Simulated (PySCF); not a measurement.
Computed properties of Ga(Cl)(Me)(NH2) (CH₅ClGaN), SMILES [NH2][Ga]([Cl])[CH3]

Ga(Cl)(Me)(NH2) (CH5ClGaN), SMILES [CH3][Ga]([NH2])[Cl]. The structure is a stationary point at PBE0-D3(BJ)/def2-SVP. The structure was generated by enumeration; whether it is a known compound was not checked. One conformer was computed; it need not be the lowest. All values are computed for the isolated molecule unless a solvent is named; none is compared with measurement here.

**Structure.** The optimised structure has Cs symmetry. All 21 harmonic modes at PBE0-D3(BJ)/def2-SVP (PySCF) are real, so it is a minimum. With heavy atoms numbered as in [Ga:1]([Cl:2])([CH3:3])[NH2:7], the shortest bond between them is Ga1–N7 at 1.802 Å and the longest Ga1–Cl2 at 2.166 Å.

**Vibrations.** The strongest infrared lines (harmonic, unscaled, degenerate partners summed) lie at 262 cm⁻¹ (158 km/mol, H 87 %, N 10 %), 771 cm⁻¹ (95 km/mol, H 77 %, C 15 %), 738 cm⁻¹ (71 km/mol, N 63 %, Ga 21 %, H 14 %). The softest mode is at 61 cm⁻¹ and the zero-point energy is 39.3 kcal/mol.

**Electronic structure.** M06-2X/def2-TZVP (PySCF) places the frontier levels at -8.97 and 0.37 eV, a gap of 9.34 eV, and gives a dipole moment of 2.91 D and a mean polarisability of 57.1 bohr³. PBE/def2-TZVP (PySCF) at the same geometry gives -6.14 and -0.94 eV, so its gap is 4.14 eV narrower. An orbital gap is neither the optical nor the fundamental gap.

**Excitations.** TDA-PBE0/def2-SVPD (PySCF) has S1 at 5.89 eV (211 nm, f = 0.034, weak); the most intense of the 10 singlets computed lies at 6.93 eV (f = 0.20). T1 (TDA) is at 5.32 eV, 0.57 eV under S1. TDA-PBE/def2-SVPD (PySCF) puts S1 at 5.17 eV. No vertical singlet excitation falls in the visible range (under 3.1 eV).

**NMR.** GIAO shifts at KT2/pcSseg-1 (PySCF) (non-relativistic, atoms alike by connectivity averaged): ¹³C at -3.5 ppm against TMS; ¹H from 0.6 to 2.5 ppm against TMS. Without spin–orbit terms, shifts of atoms bonded to Cl or Br come out too high.
